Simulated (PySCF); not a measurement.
Compound: C6H9O2 (doublet state).
Geometry (GFN2-xTB, Å), atoms numbered from 1 in this order:
```xyz
17
C6H9O2 angstrom
C     -4.005   -0.445    0.167
C     -2.812   -0.015   -0.014
C     -1.513    0.497   -0.084
O     -1.180    1.580    0.370
O     -0.668   -0.348   -0.733
C      0.684    0.075   -0.829
C      1.472   -0.253    0.439
C      2.951    0.067    0.267
H     -4.802   -0.286   -0.551
H     -4.303   -1.007    1.046
H      1.092   -0.462   -1.689
H      0.714    1.155   -1.015
H      1.060    0.329    1.266
H      1.342   -1.313    0.669
H      3.090    1.122    0.046
H      3.377   -0.515   -0.547
H      3.494   -0.167    1.179
```

The hyperfine couplings belong to this conformer and change with its torsions.

As a line formula: `C=[C]C(=O)OCCC` [radical].

Method: UKS B3LYP, pcH-1 on C H O, non-relativistic, mean-field spin-orbit, GIAO in PySCF 2.14.0. Isolated species at its GFN2-xTB geometry (one conformer only). The geometry wasn't refined by DFT: couplings that depend on bond lengths, twists or pyramidal angles can differ widely from those at the functional's own minimum. The SCF solution wasn't tested for stability.

(1) Match the computed a_iso(13C) values +68.5, -56.1, -43.9, +5.5, -1.8 MHz with the sites C1; C2; C3; C6; C7.

(2) The isotropic 17O couplings are -14.8, -1.7 MHz. Assign them to O4; O5.

## Answers

(1) 
| site | a_iso (MHz) | ρ(0) (bohr⁻³) | position | distance from C2 (Å) | spin population | largest \|T\| (MHz) |
| --- | --- | --- | --- | --- | --- | --- |
| C1 | -56.1 | -0.0499 | 1 bond from C2 | 1.28 | -0.15 | 14.1 |
| C2 | +68.5 | +0.0610 | largest spin population | 0.00 | +0.84 | 130.0 |
| C3 | -43.9 | -0.0391 | 1 bond from C2 | 1.40 | -0.07 | 5.5 |
| C6 | -1.8 | -0.0016 | 3 bonds from C2 | 3.59 | 0.00 | 0.6 |
| C7 | +5.5 | +0.0049 | 4 bonds from C2 | 4.31 | 0.00 | 1.4 |

(2) 
| site | a_iso (MHz) | ρ(0) (bohr⁻³) | position | distance from C2 (Å) | spin population | largest \|T\| (MHz) |
| --- | --- | --- | --- | --- | --- | --- |
| O4 | -14.8 | +0.0244 | 2 bonds from C2 | 2.31 | +0.20 | 64.3 |
| O5 | -1.7 | +0.0028 | 2 bonds from C2 | 2.29 | +0.04 | 14.1 |

ρ(0) is the spin density at the nucleus and T the dipolar tensor; entries for several nuclei are means. Largest spin populations (Mulliken): C2 (+0.84), O4 (+0.20), C1 (-0.15) and H10 (+0.07).

Class means assume fast exchange of nuclei equivalent by connectivity; if that motion is slow, each nucleus keeps its own coupling.
